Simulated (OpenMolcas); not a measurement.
Rh3+ (d6) in a complex was computed by SS-CASPT2, IPEA 0.25 Eh, imaginary shift 0.1 Eh with the d shell active (OpenMolcas, ANO-RCC-VTZP on the metal). Its lowest spin-free states, and all those of the highest spin:

```csv
2S+1,Degeneracy,E (cm-1)
1,1,0
3,3,9080
3,3,11430
1,3,12470
5,3,13210
1,3,17930
3,3,23090
3,3,23120
3,3,26200
3,2,26280
3,3,26390
1,3,27190
5,2,29420
```

Question: Is the site octahedral, tetrahedral or cube-like, axial, or of lower symmetry?

Answer: The states with 2S+1 = 5 have orbital degeneracies 3, 2. Threefold states need a cubic site. For d6 at this spin an octahedron puts the threefold T2 below the twofold E and a tetrahedron or cube puts the twofold E below the threefold T2, so the site is octahedral. The first gap at this spin, 16200 cm-1, is |10Dq| in ligand-field theory. The run had Rh3+ with 6 ligands (oxide) in octahedral coordination (Oh) at 2.04 Å. A charge of +1.5 e stands 2.8 Å behind each ligand. Ligand basis ANO-RCC-VDZP.

Roots that are degenerate in the reference are averaged as groups; the widest CASPT2 spread within a group is 330 cm-1 (the 2-fold group of multiplicity 1 near 27400 cm-1 above the lowest state of its run). Shifts and gaps below about the spread of the groups concerned are not significant. Over all roots computed the reference weight is 0.58 to 0.61; a low but even weight reflects the number of correlated electrons. This shell can be high or low spin here, a state of another spin lies low, and with metal d orbitals alone active their balance is uncertain, so the ground spin may be wrong, although the usual error favours high spin. The least metal-like active orbital is 75 % on the metal (Löwdin) and no ligand orbital is active, so the numbers are rough. The oxide ions are held by bare point charges, a crude embedding. Ligand-to-metal charge-transfer states are missing. These CASPT2 states fit no ligand-field parameters well, so their order and spin gaps are uncertain. With no ligand orbital active B as a rule stays too high, so bands that hang on it stand too high and its fall with covalency is understated. With one d shell and no ligand orbital active, 10Dq can be off by a tenth or more. No measured value stands beside these numbers; the geometry is a model, was not optimised and need not be the one that this ion takes.
